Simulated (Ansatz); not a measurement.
Reaction (ligand exchange at the Si–C bond): `CO[SiH](C)[SeH]` + H–F → `CO[SiH](F)[SeH]` + CH₄

Calculated with Ansatz (gas phase, PBE0-D4/def2-TZVP geometries, no zero-point term in ΔE). CBS: MP2 limit from def2 TZ/QZ plus the TZ coupled-cluster correction, frozen cores. This one scheme is used for every species. DFT in def2-TZVPP. For Se outer-core shells are correlated without core-valence functions, which leaves a few kJ/mol of doubt a bond. Scalar relativity is left out up to krypton. Each species was taken in one conformer, which may not be the lowest.

`CO[SiH](C)[SeH]`:

Cartesian coordinates in Å:
```
C -0.648 1.842 0.878
O 0.053 1.095 -0.088
Si 0.283 -0.526 0.002
C 1.159 -1.028 -1.550
Se -1.692 -1.679 0.133
H -1.691 1.517 0.947
H -0.626 2.891 0.579
H -0.185 1.753 1.868
H 1.036 -0.854 1.244
H 1.432 -2.084 -1.514
H 0.521 -0.864 -2.422
H 2.067 -0.433 -1.676
H -1.709 -1.630 1.599
```

H–F:

```xyz
2

F    -0.305    0.011   -0.344
H     0.305   -0.011    0.344
```

`CO[SiH](F)[SeH]`:

```xyz
10

C     1.360   -0.761   -0.076
O     0.347   -0.302    0.794
Si   -0.712    0.886    0.488
F    -1.667    0.899    1.755
Se   -1.879    0.545   -1.422
H     2.152   -0.014   -0.185
H     1.789   -1.665    0.357
H     0.957   -0.995   -1.066
H    -0.081    2.217    0.359
H    -2.266   -0.810   -1.004
```

CH₄:

Z-matrix (Å, degrees):
```
C
H 1 1.090
H 1 1.090 2 109.5
H 1 1.090 2 109.5 3 -120.0
H 1 1.090 2 109.5 3 120.0
```

```tsv
species	B2PLYP energy (Eh)
`CO[SiH](C)[SeH]`	-2846.82136
H–F	-100.43758
`CO[SiH](F)[SeH]`	-2906.82966
CH₄	-40.48716
```

Work out ΔE.

ΔE = (-2906.82966) + (-40.48716) − (-2846.82136) − (-100.43758) = -0.05788 Eh = -152.0 kJ/mol. CCSD(T)/CBS gives -141.1 kJ/mol.

Largest T1 diagnostic among the species: 0.011.

In def2-TZVPP, CCSD(T) changes the Hartree–Fock value by +24.9 kJ/mol (the triples alone add +3.0 kJ/mol) and MP2 by +26.5 kJ/mol. The D4 term adds +7.5 kJ/mol with B3LYP and +4.3 kJ/mol with PBE0; it sums over pairs of atoms, weighted by their polarisabilities, and B3LYP, whose exchange is more repulsive, gets the larger term.

B3LYP here is the variant with VWN-RPA as its local correlation; programs differ in this.
